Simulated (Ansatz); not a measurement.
CHClGeN (`N#[C][GeH][Cl]`) radical, relaxed with UKS PBE0-D4/def2-TZVP in Ansatz from a PBE-D4/def2-SVP geometry. The force threshold is 0.005 eV/Å; the program also tests the step.

Charge 0, multiplicity 2.

Start:

```xyz
5

N    -2.117   -0.866    0.586
C    -1.010   -0.519    0.389
Ge    0.862   -0.102    0.123
Cl    1.093    0.275   -2.006
H     1.172    1.213    0.908
```

Q: How much energy does the relaxation release, and in how many steps? (Best estimate.)

A: Ansatz gave: 4.53 kJ/mol, in 5 steps.

Q: Which bonds change most? (An estimate is asked.)

A: Ansatz gave: Ge3–Cl4 from 2.174 to 2.137 Å; N1–C2 from 1.176 to 1.154 Å; Ge3–H5 from 1.563 to 1.541 Å; C2–Ge3 from 1.937 to 1.921 Å.

Q: Give the relaxed structure. (Best estimate.)

A: The calculation gave: 
```xyz
5

N    -2.091   -0.865    0.590
C    -1.013   -0.514    0.379
Ge    0.841   -0.087    0.112
Cl    1.091    0.269   -1.980
H     1.171    1.197    0.900
```
